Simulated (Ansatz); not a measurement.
Si(AsH2)(F)(OH)2 (AsFH4O2Si), SMILES O[Si](O)(F)[AsH2].

Geometry: B3LYP-D3(BJ)/def2-SVP. The structure was generated by enumeration, and PubChem lists no compound with its InChIKey, so it may never have been made. The values are those of a single conformer.

Two levels are set side by side: PBE/def2-SVPD (Ansatz, a quantum-chemistry and plane-wave program) and CAM-B3LYP/def2-SVPD (Ansatz). Energy differences of separate SCF runs at the same geometry; the states with an electron removed or added have multiplicity 2 and 2. Differences are taken from unrounded values.

```json
[
 {"quantity": "vertical ionisation energy (eV)", "CAM-B3LYP": "10.16", "PBE": "9.82", "PBE minus CAM-B3LYP": "-0.34"},
 {"quantity": "vertical singlet–triplet gap (eV)", "CAM-B3LYP": "5.89", "PBE": "5.60", "PBE minus CAM-B3LYP": "-0.29"}
]
```
